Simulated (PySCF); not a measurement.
C2H8Sn, SMILES [CH3][SnH2][CH3].

Coordinates come from a r2SCAN-D4/def2-SVP optimisation. The structure was generated by enumeration; whether it is a known compound was not checked. The def2 effective core potentials stand for the cores of Sn; spin–orbit coupling is left out.

Computed with PySCF with TDA-PBE0/def2-SVPD.

Vertical excitations. Isolated molecule, no solvent. State labels are in the subgroup C2v.

Problem. Give excitation energies, oscillator strengths and character. (An estimate is asked for; the answer gives what the named calculation found.)

Solution. 
```tsv
state	symmetry	energy (eV)	λ (nm)	f	main pairs
S1	B1	7.25	171	0.032	HOMO→LUMO 98 %
S2	A1	7.53	165	0.043	HOMO→LUMO+1 78 %, HOMO−1→LUMO 19 %
S3	A1	7.58	164	0.006	HOMO−1→LUMO 79 %, HOMO→LUMO+1 16 %
S4	B1	7.66	162	0.034	HOMO−1→LUMO+1 80 %, HOMO→LUMO+2 15 %
S5	B2	7.82	159	0.093	HOMO−2→LUMO 95 %
S6	A2	7.85	158	0.000	HOMO−2→LUMO+1 96 %
S7	B1	7.98	155	0.447	HOMO→LUMO+2 72 %, HOMO→LUMO+3 14 %
S8	A1	8.07	154	0.341	HOMO−1→LUMO+2 89 %
S9	B2	8.19	151	0.089	HOMO−2→LUMO+2 88 %
S10	A2	8.31	149	0.000	HOMO→LUMO+4 97 %
T1	B1	6.75	184	0	HOMO→LUMO+2 58 %, HOMO−1→LUMO+1 22 %, HOMO→LUMO 13 %
T2	A1	6.78	183	0	HOMO→LUMO+1 60 %, HOMO−1→LUMO+2 30 %
T3	B2	7.00	177	0	HOMO−2→LUMO 35 %, HOMO−2→LUMO+2 34 %, HOMO−2→LUMO+3 17 %, HOMO−1→LUMO+4 6 %
T4	A1	7.09	175	0	HOMO−1→LUMO 54 %, HOMO−1→LUMO+2 18 %
```
Triplets are in the Tamm–Dancoff approximation.
